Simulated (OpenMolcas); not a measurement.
Mo5+ (d1) among equal point charges was computed by CASSCF with the d shell active (OpenMolcas, ANO-RCC-VDZP on the metal). Its lowest spin-free states, and all those of the highest spin:

| 2S+1 | Degeneracy | E (cm-1) |
| --- | --- | --- |
| 2 | 2 | 0.0 |
| 2 | 1 | 1303 |
| 2 | 2 | 7060 |

Task: Is the site octahedral, tetrahedral or cube-like, axial, or of lower symmetry?

Result: The states with 2S+1 = 2 have orbital degeneracies 2, 1, 2. There are pairs but no triples, so the site is axial: not cubic, but with a proper or improper axis of order three or more. The run had Mo5+ among 6 point charges of -1.7 e arranged as a trigonal antiprism (D3d), 2.09 Å from the ion, with a polar angle of 53.1° against the regular 54.74°.

An orbital doublet at a regular site is open to a Jahn-Teller distortion, which this geometry leaves out. Point charges carry no covalency, so the field is a model and not that of real ligands. No measured value stands beside these numbers.
